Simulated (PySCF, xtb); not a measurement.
CrO₂Cl₂, SMILES [Cl][Cr](=[O])([Cl])=[O], multiplicity 1.

GFN2-xTB (xtb 6.7.1) at its own geometry gives an orbital gap of 2.65 eV and a dipole moment of 3.04 D.

Geometry: PBE-D3(BJ)/def2-SVP. The multiplicity is an assumed one; other spin states were not compared. The isomer is the one that the SMILES or the coordinates give; other isomers of the formula were not compared.

**Question.** What does PySCF with HF/def2-TZVP give? (The exact figures need the calculation; the answer reports its results.)

**Answer.** gap 11.70 eV (levels -13.02 and -1.33 eV), dipole 0.68 D.
